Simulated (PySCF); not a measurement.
C₂H₃BFNO₂. Atoms are numbered in the order given.

```xyz
10

B      0.5941    -0.5599     0.0000
F      1.9311    -0.4910     0.0000
N     -0.1843     0.6503     0.0000
C     -0.3044     1.8583     0.0000
O     -0.5064     3.0198     0.0000
O      0.0322    -1.7887     0.0000
C     -1.3687    -2.0116     0.0000
H     -1.6431    -2.6006     0.8989
H     -1.6431    -2.6006    -0.8989
H     -1.9416    -1.0608     0.0000
```

Geometry: PBE-D3(BJ)/def2-SVP. This is a generated structure with no PubChem entry under its InChIKey; it may be hypothetical. The values are those of a single conformer.

The numbers are results of PySCF with PBE-D3(BJ)/def2-SVP, not measurements.

No scaling factor is applied to the harmonic values.

| mode | ν (cm⁻¹) | IR (km/mol) | moving atoms (share of kinetic energy) |
|---|---|---|---|
| 1 | 51 | 0.1 | O 35 %, F 22 %, N 22 %, C 13 % |
| 2 | 72 | 0.0 | H 81 %, N 11 % |
| 3 | 97 | 0.3 | N 54 %, O 24 %, H 18 % |
| 4 | 159 | 2.6 | O 47 %, H 18 %, F 17 %, C 15 % |
| 5 | 223 | 4.4 | C 41 %, H 18 %, N 17 %, O 12 %, F 10 % |
| 6 | 421 | 17.8 | F 38 %, N 22 %, C 22 %, O 13 % |
| 7 | 479 | 0.5 | O 50 %, F 19 %, B 8 %, H 8 % |
| 8 | 576 | 29.6 | C 65 %, O 18 %, N 8 % |
| 9 | 589 | 20.6 | C 73 %, O 15 %, N 12 % |
| 10 | 623 | 48.6 | B 82 % |
| 11 | 680 | 1.0 | F 28 %, O 27 %, N 19 %, C 19 % |
| 12 | 1055 | 117.6 | O 38 %, C 32 %, B 22 % |
| 13 | 1136 | 53.8 | H 67 %, C 19 % |
| 14 | 1147 | 0.0 | H 76 %, C 19 % |
| 15 | 1251 | 218.3 | B 41 %, O 24 %, F 15 % |
| 16 | 1384 | 263.2 | H 57 %, B 22 %, C 12 % |
| 17 | 1421 | 3.7 | H 97 % |
| 18 | 1422 | 9.9 | H 95 % |
| 19 | 1476 | 313.1 | B 38 %, H 28 %, O 23 % |
| 20 | 1566 | 271.0 | N 44 %, O 27 %, B 24 % |
| 21 | 2401 | 1172.6 | C 69 %, N 18 %, O 12 % |
| 22 | 2960 | 43.9 | H 98 % |
| 23 | 3057 | 16.9 | H 90 %, C 10 % |
| 24 | 3057 | 17.5 | H 90 %, C 10 % |
